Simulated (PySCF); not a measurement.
# Reading the logs of faulty runs: ClGe2H4O

Calculated results; nothing here was measured. They come from PySCF 2.14.0, an open-source quantum chemistry program, on an isolated molecule that a program drew, which may never have been made. The molecule is ClGe2H4O (charge 0, doublet), drawn as the SMILES string `[Cl][GeH2][O][GeH2]`.

Each row is a Hartree-Fock (HF) and frozen-core CCSD(T) single point in the cc-pV(D+d)Z basis, meant for a local HF minimum. Run 1 is clean. Each other run has one planted mistake out of seven kinds, and not every kind appears here: one electron removed, one electron added, multiplicity raised by two, geometry at a saddle point, minimal basis STO-3G, one bond length entered in bohr, all coordinates scaled. The reference is restricted for singlets and unrestricted otherwise, and also for a bond in bohr. Adding or removing an electron swaps singlet and doublet. Electrons count all cores. HOMO and LUMO are orbital energies over both spins, the gradient is its largest component, and the lowest frequency (negative if imaginary) is given only where the gradient is small. Bond lengths are over the 7 bonds as drawn. T1 is the CCSD diagnostic: over 0.02 (restricted) or 0.045 (unrestricted) a single reference is doubtful. Germanium has the cc-pVDZ-PP basis, with a core potential (ECP10MDF) in place of its 10 inner electrons, and its 3s, 3p and 3d shells are frozen in CCSD(T).

Geometry of the clean run:
```xyz
8
ClGe2H4O, angstrom
Cl    1.0614    3.5947    1.5301
Ge    1.8162    1.5922    1.9351
O     1.6096    0.6317    0.4918
Ge    0.8173    0.7253   -1.1066
H     3.2960    1.7332    2.2417
H     0.9704    1.0282    3.0636
H     0.9488   -0.6860   -1.6987
H    -0.6539    1.1293   -0.9041
```

| run | electrons | basis functions | <S^2> | HOMO (eV) | LUMO (eV) | gradient (hartree/bohr) | lowest frequency (cm^-1) | mean bond (Å) | longest bond (Å) | T1 | HF (hartree) | CCSD(T) (hartree) | mistake |
|---|---|---|---|---|---|---|---|---|---|---|---|---|---|
| 1 | 93 | 103 | 0.754 | -9.12 | 1.04 | 1.4e-06 | 29 | 1.6889 | 2.178 | 0.0147 | -1123.49980 | -1124.05385 | no fault |
| 2 | 94 | 103 | 0.000 | -0.72 | 7.37 | 7.6e-02 | - | 1.6889 | 2.178 | 0.0146 | -1123.49203 | -1124.07304 | one electron added |
| 3 | 93 | 103 | 3.760 | -3.80 | -1.13 | 1.3e-01 | - | 1.6889 | 2.178 | 0.0547 | -1123.26172 | -1123.79818 | multiplicity raised by two |
| 4 | 92 | 103 | 0.000 | -15.81 | -7.32 | 8.4e-02 | - | 1.6889 | 2.178 | 0.0246 | -1123.19730 | -1123.75760 | one electron removed |
| 5 | 93 | 103 | 0.753 | -8.76 | 1.49 | 7.6e-02 | - | 1.5605 | 2.012 | 0.0122 | -1123.43963 | -1123.98053 | all coordinates scaled |
| 6 | 93 | 103 | 0.977 | -9.22 | 0.58 | 2.2e-02 | - | 1.8841 | 2.903 | 0.0324 | -1123.42729 | -1123.97527 | ? |

**Which mistake was planted in run 6, and what did it cost?**

The mean bond changes by a factor of 1.116 and the longest by 1.333, so the molecule wasn't scaled as a whole. A length L in bohr read as angstrom grows by (1/0.5292 - 1) L = 0.890 L. The 7 bonds together grew by 7 x 0.1952 = 1.366 Å, which gives L = 1.536 Å. That is the length of one of the Ge-H bonds, 1.536 Å in the clean geometry. So the mistake is: one bond length entered in bohr. Subtracting run 1 and multiplying by 627.51 kcal/mol a hartree, the energy moved by 45.5 kcal/mol in HF and 49.3 kcal/mol in CCSD(T).

Cautions from the logs. Run 3: T1 is over the limit, so its CCSD(T) energy is less reliable; run 4: T1 is over the limit, so its CCSD(T) energy is less reliable.
